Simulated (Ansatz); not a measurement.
**Molecular dynamics, step by step**

CuGeH$_{4}$ (charge +1), closed shell, PBE0-D4/def2-SVP (Ansatz 0.2.0). Settings (timestep in fs, temperature in K; T counts 12 degrees of freedom):

```yaml
hamiltonian: {xc: pbe0, dispersion: d4}
md: {n_steps: 60, timestep: 0.5, temperature: 700, ensemble: nve, seed: 197, initial_velocities: maxwell_boltzmann}
```

Start:

```
6
angstrom
Cu 0.2335 -0.2381 -1.8767
Ge -0.0625 0.0636 0.5020
H 1.1648 0.2854 1.3633
H 0.1682 -1.2845 -0.3614
H -0.0365 1.1499 -0.6962
H -1.4675 0.0236 1.0690
```

```
step  time (fs)  potential energy less the start (meV)  kinetic energy (meV)  T (K)
   0       0.00                                    0.0                 361.9    700
   4       2.00                                   65.0                 297.3    575
   8       4.00                                  181.4                 181.5    351
  12       6.00                                  215.5                 147.2    285
  16       8.00                                  205.5                 156.8    303
  20      10.00                                  232.2                 130.2    252
  24      12.00                                  268.3                  94.5    183
  28      14.00                                  231.4                 131.4    254
  32      16.00                                  131.2                 231.1    447
  36      18.00                                   84.5                 277.6    537
  40      20.00                                  138.2                 224.2    434
  44      22.00                                  210.4                 152.4    295
  48      24.00                                  204.6                 158.1    306
  52      26.00                                  137.9                 224.4    434
  56      28.00                                  113.2                 248.8    481
  60      30.00                                  186.4                 175.9    340
```

Step 16, positions (Å) and forces (eV/Å):

```
atom       x       y       z      Fx      Fy      Fz
 Cu1   0.231  -0.237  -1.858  -0.038   0.017   0.077
 Ge2  -0.054   0.063   0.480  -0.724   0.336   1.084
  H3   1.030   0.239   1.547   0.095   0.056  -0.446
  H4   0.045  -1.357  -0.233   0.289   0.202  -0.589
  H5  -0.190   1.273  -0.602   0.403  -0.661  -0.098
  H6  -1.465  -0.009   1.060  -0.026   0.049  -0.028
```

Step 44, positions (Å) and forces (eV/Å):

```
atom       x       y       z      Fx      Fy      Fz
 Cu1   0.225  -0.235  -1.827   0.112   0.422  -1.159
 Ge2  -0.055   0.060   0.463  -0.102   1.149   0.134
  H3   1.129   0.227   1.419  -0.129   0.024  -0.276
  H4   0.192  -1.150  -0.512   0.146  -1.368   0.443
  H5  -0.004   1.206  -0.816  -0.057  -0.294   0.903
  H6  -1.483  -0.048   0.976   0.031   0.066  -0.045
```

Step 56, positions (Å) and forces (eV/Å):

```json
{"atom": "Cu1", "x": "0.224", "y": "-0.233", "z": "-1.821", "Fx": "0.122", "Fy": "-0.060", "Fz": "-0.691"}
{"atom": "Ge2", "x": "-0.059", "y": "0.060", "z": "0.459", "Fx": "0.769", "Fy": "-0.129", "Fz": "-0.311"}
{"atom": "H3", "x": "1.232", "y": "0.235", "z": "1.244", "Fx": "-0.247", "Fy": "0.033", "Fz": "0.285"}
{"atom": "H4", "x": "0.332", "y": "-1.289", "z": "-0.451", "Fx": "-0.275", "Fy": "0.148", "Fz": "0.290"}
{"atom": "H5", "x": "0.113", "y": "1.177", "z": "-0.737", "Fx": "-0.266", "Fy": "-0.041", "Fz": "0.233"}
{"atom": "H6", "x": "-1.492", "y": "-0.054", "z": "0.911", "Fx": "-0.104", "Fy": "0.049", "Fz": "0.194"}
```

Last step (60):

Cu1  (0.223, -0.232, -1.820)
Ge2  (-0.059, 0.061, 0.457)
H3  (1.244, 0.240, 1.193)
H4  (0.367, -1.361, -0.403)
H5  (0.134, 1.157, -0.674)
H6  (-1.505, -0.052, 0.901)
(Å)

The run took about 71 s on 4 CPU threads of an Intel Xeon Platinum 8375C (shared host).
